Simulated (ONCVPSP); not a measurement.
## Debugging a pseudopotential input (La (Z = 57), ONCVPSP 4.0.1)

Command:

```bash
oncvpspr.x < La.dat > La.out
```

Input:

```
# ATOM AND REFERENCE CONFIGURATION
# atsym  z   nc   nv     iexc    psfile
  La 57.00    9    4        4      upf
#
#   n    l    f
    1    0    2.00
    2    0    2.00
    2    1    6.00
    3    0    2.00
    3    1    6.00
    3    2   10.00
    4    0    2.00
    4    1    6.00
    4    2   10.00
    5    0    2.00
    5    1    6.00
    5    2    1.00
    6    0   15.00
#
# PSEUDOPOTENTIAL AND OPTIMIZATION
# lmax
    3
#
#   l,   rc,      ep,       ncon, nbas, qcut
    0    2.60    0.00    5   10    4.00
    1    2.85    0.00    3    6    3.90
    2    4.00    0.00    3    7    3.50
    3    3.20    0.05    4    7    3.80
#
# LOCAL POTENTIAL
# lloc, lpopt,  rc(5),   dvloc0
    4    5    2.45    4.00
#
# VANDERBILT-KLEINMAN-BYLANDER PROJECTORs
# l, nproj, debl
    0    2    3.00
    1    3    0.40
    2    3    4.00
    3    2    2.10
#
# MODEL CORE CHARGE
# icmod, fcfact, rcfact
    3    4.25    1.75
#
# LOG DERIVATIVE ANALYSIS
# epsh1, epsh2, depsh
   -3.00    5.00    0.02
#
# OUTPUT GRID
# rlmax, drl
    6.00    0.01
#
# TEST CONFIGURATIONS
# ncnf
    4
# nvcnf
#   n    l    f
    4
    5    0    2.00
    5    1    6.00
    5    2    1.00
    6    0    1.00
#
    4
    5    0    2.00
    5    1    6.00
    5    2    1.00
    6    0    0.00
#
    4
    5    0    2.00
    5    1    6.00
    5    2    0.00
    6    0    0.00
#
    5
    5    0    2.00
    5    1    6.00
    5    2    1.00
    6    0    0.00
    6    1    1.00
#
```

This is an input that runs to its end, with one change: occupation of the last valence shell set to 15.00.

Question: How does the run end?

Answer: The program refuses the input: "test_data: reference configuration is negative ion".

```
ONCVPSP  (Optimized Norm-Conservinng Vanderbilt PSeudopotential)
relativistic version 4.0.1

test_data: reference configuration is negative ion
ERROR: test_data found   1 ERROR; stopping
```
